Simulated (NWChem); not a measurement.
Molecule: C2H5ClGe; SMILES C=[CH][GeH2][Cl]

```xyz
9

Ge    -0.7376    -0.0556     0.0000
Cl     0.9150    -1.4647     0.0000
C      0.0223     1.7222     0.0000
C      1.3356     1.9594     0.0000
H     -1.5677    -0.3392     1.2622
H     -1.5677    -0.3392    -1.2622
H     -0.6818     2.5645     0.0000
H      1.7361     2.9792     0.0000
H      2.0637     1.1407     0.0000
```
Atoms are numbered in this order, from 1.

Structure relaxed at the PBE0/def2-SVP level.

Q: Give the principal values of the shielding tensors (ppm) of Ge1, Cl2, C3, C4 from B3LYP/6-31G* (spherical d), GIAO (NWChem), with their diamagnetic and paramagnetic parts as GIAO splits them.

A: 
```json
[
 {"atom": "Ge1", "σ11": "1400.0", "σ22": "1531.6", "σ33": "1678.6", "isotropic": "1536.7", "diamagnetic": "2760.4", "paramagnetic": "-1223.7"},
 {"atom": "Cl2", "σ11": "1020.4", "σ22": "1055.4", "σ33": "1058.3", "isotropic": "1044.7", "diamagnetic": "1147.7", "paramagnetic": "-103.0"},
 {"atom": "C3", "σ11": "-27.1", "σ22": "64.0", "σ33": "164.3", "isotropic": "67.1", "diamagnetic": "251.7", "paramagnetic": "-184.6"},
 {"atom": "C4", "σ11": "-53.2", "σ22": "58.4", "σ33": "174.7", "isotropic": "60.0", "diamagnetic": "257.5", "paramagnetic": "-197.5"}
]
```
